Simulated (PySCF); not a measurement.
# C₆ coefficients of unlike pairs at PBE

Calculated with PySCF 2.14 from the dipole response of each species, C₆(A,B) = (3/π) ∫ α_A(iu) α_B(iu) du, in atomic units, from isotropic polarisabilities. For ions this is the dispersion term alone; charge-induced terms of lower order in 1/R come first.

| species | configuration | basis | relativity | α (bohr³) | C₆ (like pair) |
| --- | --- | --- | --- | --- | --- |
| Cd | [Kr] 4d10 5s2 (1S) | x2c-TZVPPall with one added diffuse shell each of s, p, d, f type (9s7p7d3f1g) | spin-free X2C | 47.33 | 422.5 |
| Re⁺ | [Xe] 4f14 5d5 6s1 (7S) | def2-QZVPPD with the def2 core potential (60 electrons) (7s6p4d4f2g) | core potential | 30.26 | 256.4 |
| Sc³⁺ | [Ar] (1S) | aug-cc-pwCVTZ-DK with one added diffuse shell each of s, p, d, f, g type (11s10p8d5f4g) | spin-free X2C | 2.154 | 5.709 |
| Mn²⁺ | [Ar] 3d5 (6S) | aug-cc-pwCVTZ-DK (10s9p7d4f3g) | spin-free X2C | 4.205 | 12.50 |

(1) Estimate C₆ for Mn²⁺ with Re⁺.

No spin-orbit coupling is included.

The other pairs:

```csv
pair,C₆
"Sc³⁺, Re⁺",32.58
"Re⁺, Cd",324.5
"Mn²⁺, Sc³⁺",8.328
"Sc³⁺, Cd",38.02
"Mn²⁺, Cd",62.71
```

## Answers

(1) The integral gives 52.33. The combination rule 2 C_A C_B / (C_A α_B/α_A + C_B α_A/α_B) gives 51.04 and the geometric mean 56.61.
